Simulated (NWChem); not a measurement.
System: CH4F2Si; SMILES FC[SiH2]F

Input file for NWChem:

```
start job
memory heap 200 mb stack 900 mb global 1100 mb
geometry units angstroms noautosym nocenter noautoz
  F      0.646016    -1.812391     0.251085
  C     -0.194577    -1.056108    -0.561155
  Si    -0.457712     0.678465     0.162297
  F      0.927882     1.548942     0.046773
  H      0.234706    -0.995331    -1.588678
  H     -1.182629    -1.568326    -0.656506
  H     -0.827442     0.575472     1.610736
  H     -1.520583     1.377654    -0.637412
end
basis spherical
  * library 6-31g*
end
dft
  xc pbe0
  iterations 150
end
cosmo
  do_cosmo_smd true
  solvent water
end
task dft energy
```

Geometry: optimised at PBE-D3(BJ)/def2-SVP. Solvent: water.

Level: PBE0/6-31G* with SMD (1 M gas to 1 M solution), gas-phase geometry. Reactions with the solvent are ignored.

### Question
Predict the main results of this run. (PBE0/6-31G* (spherical d), SMD on the gas-phase geometry.) Quantities: solvation free energy (kcal/mol); cavity-dispersion-structure term (kcal/mol); dipole in solution (D).

### Answer
```json
{
  "solvation free energy (kcal/mol)": "-0.5",
  "cavity-dispersion-structure term (kcal/mol)": "3.7",
  "dipole in solution (D)": "2.93"
}
```
